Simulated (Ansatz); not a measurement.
`F[SiH2]OC[SiH3]` and `C#CO[SiH2]F` differ in one atom or group.

Ansatz, PBE0-D4/def2-TZVP geometries, multiplicity 1. Each molecule was computed in one conformer, which needn't be the lowest.

```tsv
property	`F[SiH2]OC[SiH3]`
size of the dipole moment (ωB97M-V/def2-TZVPP) / D	1.24
HOMO–LUMO gap (PBE/def2-TZVPP) / eV	6.61
LUMO energy (PBE/def2-TZVPP) / eV	-0.47
size of the dipole moment (B3LYP/def2-TZVPP) / D	1.24
HOMO energy (ωB97M-V/def2-TZVPP) / eV	-10.82
HOMO–LUMO gap (B3LYP/def2-TZVPP) / eV	8.43
```

Q: Give the same properties after the change, and the shifts. (Estimate.)

A: The calculation gave: 
```csv
property,`C#CO[SiH2]F`,shift
size of the dipole moment (ωB97M-V/def2-TZVPP) / D,1.57,0.33
HOMO–LUMO gap (PBE/def2-TZVPP) / eV,5.26,-1.35
LUMO energy (PBE/def2-TZVPP) / eV,-1.01,-0.54
size of the dipole moment (B3LYP/def2-TZVPP) / D,1.59,0.35
HOMO energy (ωB97M-V/def2-TZVPP) / eV,-9.83,0.99
HOMO–LUMO gap (B3LYP/def2-TZVPP) / eV,6.97,-1.46
```

With PBE0 the HOMO rises by 0.96 eV and the LUMO falls by 0.48 eV, so the gap narrows by about 1.44 eV. PBE moves the HOMO by 0.83 eV and ωB97M-V by 0.99 eV. Dipoles are sizes alone; their direction can turn.

B3LYP here is the variant with VWN-RPA as its local correlation; programs differ in this.
